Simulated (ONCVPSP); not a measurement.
## How hard is this aluminium (Al) ONCV potential?

* Element: Al (Z = 13)
* Generator: ONCVPSP 4.0.1
* Type: optimised norm-conserving Vanderbilt (ONCV)
* Functional: PW91
* Relativity: scalar-relativistic
* Frozen core: [Ne]
* Valence charge: 3
* Reference configuration: 3s2 3p1
* Partial waves: 3s: rc 1.55 bohr, ncon 3, nbas 7, qcut 5.4 1/bohr, 1 projector; 3p: rc 2.20 bohr, ncon 4, nbas 9, qcut 4.1 1/bohr, 1 projector
* Local potential: polynomial inside 1.40 bohr (lpopt 5, dvloc0 1 Ha)
* Core correction: Teter function, fcfact 1.75, rcfact 1.25

Q: For each optimised wave give the share of its norm inside rc, the residual kinetic energy above qcut (Ha) and the cutoffs (Ha) for errors of 10, 1, 0.1 and 0.01 mHa per electron.

A:

```tsv
wave	norm inside rc	residual KE	10 mHa	1 mHa	0.1 mHa	0.01 mHa
3s	0.140	6.8e-05	3.5	5.7	9.9	88.7
3p	0.209	2.8e-06	1.3	2.1	5.1	7.3
```

The occupied waves need 5.7 Ha and 9.9 Ha for 1 and 0.1 mHa.
